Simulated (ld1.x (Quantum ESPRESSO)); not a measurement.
**Configuration tests for Hf (Z = 72) (ultrasoft)**

```
Element                 : Hf
Generator               : ld1.x (Quantum ESPRESSO) 7.5
Type                    : ultrasoft
Functional              : revPBE
Relativity              : scalar-relativistic
Frozen core             : [Xe] 4f14
Valence charge          : 4
Reference configuration : 5d2 6s2 6p0
Partial waves           : 6s (bound): rcut 2.50, rcutus 2.85 bohr; 6s channel at 2.7 Ry: rcut 2.50, rcutus 2.85 bohr; 6p (bound, empty): rcut 3.30, rcutus 4.40 bohr; 6p channel at 0.25 Ry: rcut 3.30, rcutus 4.40 bohr; 5d (bound): rcut 2.35, rcutus 3.05 bohr; 5d channel at 0.7 Ry: rcut 2.35, rcutus 3.05 bohr
Local potential         : all-electron potential smoothed inside 2.75 bohr (lloc = -1)
Core correction         : Bessel-smoothed model core inside 1.50 bohr
Augmentation charge     : PSQ, inside the norm-conserving radii
```

Energies are relative to the spin-unpolarised reference configuration 5d2 6s2 6p0; without spin polarisation the order of configurations can differ from experiment. Not all tests gave a result: test run stopped at test 7 of 7 (negative rho). The frozen-core shift is the all-electron ΔE with the core orbitals held at their reference shape minus the fully relaxed ΔE.

Task: Give the all-electron excitation energy and the error of the potential for: 5d2 6s1 6p0; 5d2 6s0 6p0; 5d1 6s0 6p0; 5d2 6s1 6p1; 5d2 6s1.5 6p0; 5d2 6s0 6p2.

Result:

```csv
valence configuration,charge,ΔE all-electron (eV),error AE − PS (meV),frozen-core shift (meV)
5d2 6s1 6p0,+1,7.903,-6.6,+5.4
5d2 6s0 6p0,+2,21.935,-42,+31
5d1 6s0 6p0,+3,43.610,-264,+336
5d2 6s1 6p1,0,3.801,-3.3,+3.3
5d2 6s1.5 6p0,+0.5,3.225,-1.9,+1.8
5d2 6s0 6p2,0,7.789,-11,+13
```

Levels in the configuration 5d1 6s0 6p0:

```
level  all-electron (eV)  pseudo (eV)
   5d            -27.012      -27.472
```
